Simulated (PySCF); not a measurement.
# Broadened absorption spectrum of C5H8N2Si

Species: C5H8N2Si.
Cartesian coordinates in Å at the GFN2-xTB level; atoms count from 1:
```
atom  x, y, z in Å
C1    -2.5680    0.5628    0.6784
C2    -1.2615    0.6781    0.4606
C3    -0.4189   -0.3738   -0.0416
C4    -0.7004   -1.6700   -0.4032
N5     0.4291   -2.2982   -0.8206
C6     1.3737   -1.4136   -0.7180
N7     0.9408   -0.2094   -0.2496
Si8    1.9252    1.2165    0.0141
H9    -3.1495    1.3843    1.0583
H10   -3.0959   -0.3549    0.4869
H11   -0.7613    1.6169    0.6658
H12   -1.6386   -2.1873   -0.3896
H13    2.4000   -1.5899   -0.9700
H14    1.8404    1.5610    1.4331
H15    3.2701    0.8046   -0.3721
H16    1.4074    2.2819   -0.8440
```

The calculation used TDDFT CAM-B3LYP/def2-SVPD, vertical, gas phase, core orbitals frozen in the response (PySCF).

Computed states:

```tsv
state	E (eV)	f
S1	4.89	0.348
S2	5.75	0.0024
S3	6.05	0.0000
S4	6.25	0.024
S5	6.29	0.0025
S6	6.33	0.0008
S7	6.63	0.0007
S8	6.86	0.179
```

Each state is given a Gaussian of 0.5 eV full width at half maximum, with ε(max) = 2.175×10⁸ f / Δν̃ (Δν̃ the width in cm⁻¹). The width is an assumption, not a result. The curve ends short of the highest state used, and states not computed would add to its high-energy end.

Task: Give the broadened spectrum and its maxima.

Result: 
```
E (eV)  ε (L mol⁻¹ cm⁻¹)
  4.14                35
  4.19                79
  4.24               167
  4.29               335
  4.34               636
  4.39              1142
  4.44              1939
  4.49              3116
  4.54              4736
  4.58              6361
  4.63              8750
  4.68             11386
  4.73             14018
  4.78             16328
  4.83             17992
  4.88             18756
  4.93             18497
  4.98             17259
  5.03             15235
  5.08             12723
  5.13             10053
  5.17              8001
  5.22              5724
  5.27              3878
  5.32              2492
  5.37              1525
  5.42               897
  5.47               521
  5.52               314
  5.57               214
  5.62               178
  5.67               179
  5.71               197
  5.76               237
  5.81               299
  5.86               388
  5.91               508
  5.96               662
  6.01               845
  6.06              1044
  6.11              1243
  6.16              1422
  6.21              1570
  6.26              1690
```

Maxima: 253 nm (4.89 eV), ε about 19000, made up of S1 (100%) (ε in L mol⁻¹ cm⁻¹; maxima over ε = 5, shares over 10%). At its high-energy end, 6.26 eV, the curve is still rising (ε about 1700, from S4 and S8).

Task: On this curve, what absorbance would a 10⁻⁴ mol/L sample give at 222 nm over a 1 cm path?

Result: 222 nm is 5.585 eV, where ε is about 200 L mol⁻¹ cm⁻¹, so A = ε c l ≈ 0.02 (Beer–Lambert, with the gas-phase spectrum and the assumed width).

Task: What would ε be at 4.89 eV, the highest of these maxima, with half the width (0.25 eV)?

Result: About 37600 L mol⁻¹ cm⁻¹ against 18800, a factor of about 2.00; a lone state at its own centre would give exactly 2.

Task: Coming from long wavelengths, where does ε first pass 100 L mol⁻¹ cm⁻¹?

Result: At about 295 nm (4.21 eV), 0.69 eV below S1.

One conformer stands for the species.
